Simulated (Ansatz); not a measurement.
Si₃₂H₃₈, a nanocrystal cut from hexagonal silicon, 70 atoms. Hardware: 11 threads of AMD EPYC 7R13 on a shared host and a whole NVIDIA H100 80GB HBM3.

Single mean-field runs in 6-31G, def2-SVP, def2-TZVP are fitted with def2-universal-jkfit.

Q: How many basis functions does each of these Ansatz runs have, and roughly what does it cost? HF/6-31G, charge 0 singlet, energy; PBE0-D4/def2-SVP, charge 0 singlet, energy, from earlier orbitals; PBE-D4/def2-SVP, charge 0 singlet, energy, from earlier orbitals; r2SCAN-D4/def2-TZVP, charge 0 singlet, energy, from earlier orbitals; PBE0-D4/def2-TZVP, charge -1 doublet at the geometry of the charge 0 singlet, energy; B3LYP-D4/6-31G, charge 0 singlet, energy; B3LYP-D4/def2-TZVP, charge -1 doublet at the geometry of the charge 0 singlet, energy, from earlier orbitals; B3LYP-D4/def2-TZVP, charge 0 singlet, energy and forces, from earlier orbitals; PBE-D4/def2-SVP, charge 0 singlet, relaxation, 4 steps; PBE0-D4/def2-TZVP, charge 0 triplet at the geometry of the charge 0 singlet, energy; PBE-D4/def2-TZVP, charge -1 doublet at the geometry of the charge 0 singlet, energy, from earlier orbitals; B3LYP-D4/def2-TZVP, charge 1 doublet at the geometry of the charge 0 singlet, energy, from earlier orbitals.

A: Other jobs shared the machine, so times can vary by a factor of up to 3.

```
                                                                                                         run  functions  fitting or Cholesky vectors  wall time  peak host memory (GiB)
                                                                          HF/6-31G, charge 0 singlet, energy        492                         4780      2.6 s                     1.2
                                                                    B3LYP-D4/6-31G, charge 0 singlet, energy        492                         4780      3.7 s                     1.3
                                            PBE-D4/def2-SVP, charge 0 singlet, energy, from earlier orbitals        766                         4780      4.3 s                     1.3
                                           PBE0-D4/def2-SVP, charge 0 singlet, energy, from earlier orbitals        766                         4780      5.5 s                     1.3
                                        r2SCAN-D4/def2-TZVP, charge 0 singlet, energy, from earlier orbitals       1412                         4780        9 s                     1.7
                                                      PBE-D4/def2-SVP, charge 0 singlet, relaxation, 4 steps        766                         4780       14 s                     1.4
                              B3LYP-D4/def2-TZVP, charge 0 singlet, energy and forces, from earlier orbitals       1412                         4780       15 s                     5.1
  PBE-D4/def2-TZVP, charge -1 doublet at the geometry of the charge 0 singlet, energy, from earlier orbitals       1412                         4780       23 s                     2.6
 B3LYP-D4/def2-TZVP, charge 1 doublet at the geometry of the charge 0 singlet, energy, from earlier orbitals       1412                         4780       30 s                     2.6
B3LYP-D4/def2-TZVP, charge -1 doublet at the geometry of the charge 0 singlet, energy, from earlier orbitals       1412                         4780       46 s                     2.6
                         PBE0-D4/def2-TZVP, charge 0 triplet at the geometry of the charge 0 singlet, energy       1412                         4780       51 s                     2.7
                        PBE0-D4/def2-TZVP, charge -1 doublet at the geometry of the charge 0 singlet, energy       1412                         4780       51 s                     2.7
```
